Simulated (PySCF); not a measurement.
# B3LYP on Si⁺ (silicon, charge +1)

Configuration: [Ne] 3s2 3p1, 2P determinant. Computed with PySCF 2.14 in pcseg-2, with no relativity, point nucleus.

| Property | Result |
| --- | --- |
| Total energy | -289.1012 hartree |
| One-electron energy | -396.0022 hartree |
| Hartree (Coulomb) energy | 127.4814 hartree |
| Exchange-correlation energy | -20.5804 hartree |
| Kinetic energy | 288.83156 hartree |
| ⟨S²⟩ | 0.7533 |
| ⟨L²⟩ | 2.011 |
| Sum of ⟨r⟩ | 11.15 bohr |
| Sum of ⟨r²⟩ | 19.86 bohr² |
| Traceless quadrupole moment −½Σ⟨3z² − r²⟩ along its main axis | -2.73 e·bohr² |
| Density at the nucleus (Gaussians lack the cusp) | 1730 bohr⁻³ |
| Spin density at the nucleus | 0.0411 bohr⁻³ |
| Langevin diamagnetic susceptibility | -15.7 ×10⁻⁶ cm³/mol |
| Time after the integrals | 0.2 s of wall time on 1 thread of Neoverse-V1 (shared host) |

```json
{"shell": "1s α", "electrons": "1", "mean orbital energy (eV)": "-1809.6", "spread (eV)": "0", "rms radius, mean of both spins (bohr)": "0.129"}
{"shell": "1s β", "electrons": "1", "mean orbital energy (eV)": "-1809.4", "spread (eV)": "0", "rms radius, mean of both spins (bohr)": "0.129"}
{"shell": "2s α", "electrons": "1", "mean orbital energy (eV)": "-154.18", "spread (eV)": "0", "rms radius, mean of both spins (bohr)": "0.622"}
{"shell": "2s β", "electrons": "1", "mean orbital energy (eV)": "-154.06", "spread (eV)": "0", "rms radius, mean of both spins (bohr)": "0.622"}
{"shell": "2p α", "electrons": "3", "mean orbital energy (eV)": "-109.50", "spread (eV)": "0.104", "rms radius, mean of both spins (bohr)": "0.603"}
{"shell": "2p β", "electrons": "3", "mean orbital energy (eV)": "-109.32", "spread (eV)": "0.454", "rms radius, mean of both spins (bohr)": "0.603"}
{"shell": "3s α", "electrons": "1", "mean orbital energy (eV)": "-20.361", "spread (eV)": "0", "rms radius, mean of both spins (bohr)": "2.22"}
{"shell": "3s β", "electrons": "1", "mean orbital energy (eV)": "-19.349", "spread (eV)": "0", "rms radius, mean of both spins (bohr)": "2.22"}
{"shell": "3p α", "electrons": "1", "mean orbital energy (eV)": "-13.017", "spread (eV)": "0", "rms radius, mean of both spins (bohr)": "2.64"}
```
